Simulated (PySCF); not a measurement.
Compound: C₄H₈ClFSi₂.
Atom-mapped SMILES: `[F:1][C@@H:2]([Cl:3])[C@H:4]1[CH:5]=[CH:6][SiH2:7][SiH2:8]1` (hydrogens: H9 on C2; H10 on C4; H11 on C5; H12 on C6; H13, H14 on Si7; H15, H16 on Si8)

Cartesian coordinates in Å at the GFN2-xTB level; atoms count from 1:
```
atom  x, y, z in Å
F1    -0.8750   -0.2730   -1.9144
C2    -1.7086   -0.1430   -0.8425
Cl3   -2.7376   -1.6170   -0.7963
C4    -0.9173    0.0684    0.4244
C5    -0.0863   -1.1494    0.7213
C6     1.2258   -1.2087    0.5241
Si7    2.1312    0.3318   -0.0819
Si8    0.2275    1.6136    0.1736
H9    -2.3817    0.6924   -1.0637
H10   -1.6449    0.2119    1.2272
H11   -0.6400   -2.0118    1.0768
H12    1.7440   -2.1361    0.7231
H13    3.2651    0.6428    0.7993
H14    2.6580    0.1482   -1.4374
H15   -0.3201    2.4101   -0.9279
H16    0.0524    2.4286    1.3828
```

Computed at PBE0/pcSseg-1 (PySCF, non-relativistic), with Q(35Cl) = −0.0817 b: Cl3, 35Cl (I = 3/2): χzz = -72.27 MHz, η = 0.058.

Problem. Find the zero-field quadrupole resonance frequencies of 35Cl at Cl3.

Solution. From ν = (|χ|/2)√(1 + η²/3): ν = 36.16 MHz (chlorine on a fluorinated carbon). For 37Cl the ratio of quadrupole moments, 0.7881, gives 28.49 MHz.

Problem. Apply the simplest Townes–Dailey estimate (no s hybridisation, no π bonding), ionic character = 1 − χzz/χ0, where χ0 is the coupling for one missing p electron along the bond: −109.74 MHz for 35Cl.

Solution. Cl3 on C2: 1 − (-72.27)/(-109.74) = 0.34. In this model a purely covalent bond gives χ0 and a free halide ion gives zero; s hybridisation or π bonding, where present, is counted here as ionic character.

In a crystal, neighbours and librations shift these lines. Isolated species at its GFN2-xTB geometry (one conformer only). GFN2-xTB bond lengths can be off by several hundredths of an ångström, more for odd bonds, and the gradients follow them. The small basis limits the accuracy of the gradients.

The run behind these numbers computed NMR shieldings as well. The run took 34 s on one thread of an Arm Neoverse V2, shared host with 96 logical CPUs at a one-minute load of 48, and the process peaked at 0.88 GiB of memory.
